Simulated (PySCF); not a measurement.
# How methods differ on the excitation energy of Pd(2+)

Pd(2+) [Kr] 4d8 (3F) → Pd(2+) [Kr] 4d7 5s1, s spin flipped, as a difference of total energies. All numbers are calculated (PySCF 2.14, scalar relativity through the core potential, in def2-TZVPPD with the def2 core potential (28 electrons) (6s4p3d2f1g, 56 functions)). Correlated levels: valence: 4s2 4p6 frozen; valence and next inner shell: nothing frozen outside the core potential. The calculations carry no spin-orbit coupling.

```
                                method  excitation energy (eV)
                                   UHF                   7.139
                                   LDA                   7.289
                                   PBE                   7.404
                                  PBE0                   7.538
                                r2SCAN                   7.505
                                  BLYP                   7.125
                               r2SCANh                   7.524
                                 B97-3                   7.594
                                  BP86                   7.443
                         MP2 (valence)                   7.775
                     SCS-MP2 (valence)                   7.777
    MP2 (valence and next inner shell)                   7.494
SCS-MP2 (valence and next inner shell)                   7.476
```

Q: How much does correlation contribute at MP2 (valence and next inner shell)?

A: 7.494 − (7.139) = 0.355 eV, measured against UHF.

The upper determinant mixes two multiplicities, so it lies between the two terms.
